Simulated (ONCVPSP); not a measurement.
Cutoff test, C, ONCV

* Element: carbon
* Generator: ONCVPSP 4.0.1
* Type: optimised norm-conserving Vanderbilt (ONCV)
* Functional: PBE
* Relativity: scalar-relativistic
* Frozen core: [He]
* Valence charge: 4
* Reference configuration: 2s2 2p2
* Partial waves: 2s: rc 0.90 bohr, ncon 4, nbas 9, qcut 6.7 1/bohr, local; 2p: rc 2.85 bohr, ncon 4, nbas 8, qcut 4.8 1/bohr, 3 projectors, debl 3.9 Ha
* Local potential: the s channel
* Core correction: Teter function, fcfact 1.75, rcfact 1.7

Question: For each optimised wave give the share of its norm inside rc, the residual kinetic energy above qcut (Ha) and the cutoffs (Ha) for errors of 10, 1, 0.1 and 0.01 mHa per electron.

Answer:

```json
{"wave": "2s", "norm inside rc": "0.146", "residual KE": "3.4e-04", "10 mHa": "12.6", "1 mHa": "19.4", "0.1 mHa": "38.9", "0.01 mHa": "197.9"}
{"wave": "2p", "norm inside rc": "0.864", "residual KE": "1.5e-06", "10 mHa": "6.0", "1 mHa": "7.9", "0.1 mHa": "9.3", "0.01 mHa": "10.8"}
{"wave": "p projector 2", "norm inside rc": "0.224", "residual KE": "1.5e-03", "10 mHa": "9.6", "1 mHa": "12.9", "0.1 mHa": "32.2", "0.01 mHa": "41.1"}
{"wave": "p projector 3", "norm inside rc": "0.161", "residual KE": "1.7e-01", "10 mHa": "28.5", "1 mHa": "42.8", "0.1 mHa": "53.3", "0.01 mHa": "78.9"}
```

The occupied waves need 19 Ha and 39 Ha for 1 and 0.1 mHa. Its largest configuration-test error is +2079 meV.
